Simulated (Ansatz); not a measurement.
# Relative stability

The two ends of one reaction step of Si₂NH₉O₃F₂, closed shell (PBE0-D4/def2-TZVP).

A:

Si1  (-0.195, 0.648, 0.926)
O2  (-0.225, 0.213, -0.738)
Si3  (-1.043, 0.870, -1.998)
F4  (-0.483, 2.202, 0.613)
F5  (0.164, 0.985, 2.520)
O6  (-1.368, -0.444, 1.308)
H7  (1.566, -0.966, 0.566)
N8  (1.617, 0.031, 0.846)
H9  (0.203, -1.650, -0.715)
O10  (0.778, -2.343, -0.343)
H11  (-1.111, -0.166, -3.063)
H12  (-0.323, 2.054, -2.540)
H13  (-2.422, 1.271, -1.620)
H14  (-1.566, -0.438, 2.247)
H15  (2.095, 0.139, 1.733)
H16  (2.129, 0.515, 0.115)
H17  (0.184, -2.920, 0.143)
(Å)

B:

```xyz
17
angstrom
Si 0.0108 0.6798 1.1272
O -0.0014 0.1282 -0.9001
Si -1.0533 0.7655 -2.0359
F -0.4421 2.0878 0.5127
F 0.0305 1.1067 2.6967
O -1.1764 -0.4644 1.2122
H 1.2612 -1.7674 0.3714
N 1.6511 0.1621 1.0140
H 0.1836 -0.8513 -0.8986
O 0.7499 -2.2849 -0.2812
H -1.1036 -0.2069 -3.1567
H -0.5015 2.0565 -2.4990
H -2.4036 0.9448 -1.4585
H -1.5644 -0.4917 2.0900
H 2.2160 0.3703 1.8239
H 2.1546 0.3653 0.1646
H -0.0112 -2.6005 0.2173
```

Program: Ansatz 0.2.0. Basis: def2-TZVPP. Cores are frozen in the correlated methods. B3LYP uses VWN-RPA correlation.

Which structure is lower at CCSD(T), and by how much? (To be estimated.)

The calculation gives: A, by 32.1 kJ/mol (electronic energy, against the other). By their contacts, A is a complex of Si₂NH₇O₂F₂ ([NH3][Si]([OH])([F])([F])[O][SiH3]) + H₂O and B is a complex of Si₂NH₇O₂F₂ ([NH2][Si]([OH])([F])([F])[OH][SiH3]) + H₂O.

All methods give the same order:

```tsv
method	E(B) − E(A) (kJ/mol)
SPW92	29.6
PBE-D4	31.3
BLYP-D4	30.0
r2SCAN-D4	32.9
B97M-V	35.8
PBE0-D4	33.0
B3LYP-D4	31.6
r2SCAN0-D4	33.5
BHLYP-D4	33.5
CAM-B3LYP-D4	32.1
wB97X-V	32.6
wB97M-V	29.8
B2PLYP	32.8
PBE-QIDH	34.4
RPA on PBE	31.7
HF	34.8
MP2	32.6
CCSD	32.7
CCSD(T)	32.1
```

No T1 diagnostic of these runs exceeds 0.012.

Labels in which every atom is bracketed show which atoms are joined, not bond orders.

For scale, one of the runs: CCSD(T)/def2-TZVPP, 396 basis functions, launched by `ansatz run in.yaml --threads 2 --pin off --events-out ev --progress --plain --max-ram 32768MiB --backend cuda --devices 0, --max-vram 18GiB`. The run took 31 s on 2 CPU threads of an AMD EPYC 7R13 and a share of one NVIDIA H100 (shared host), with 1.7 GiB of host memory at its peak.
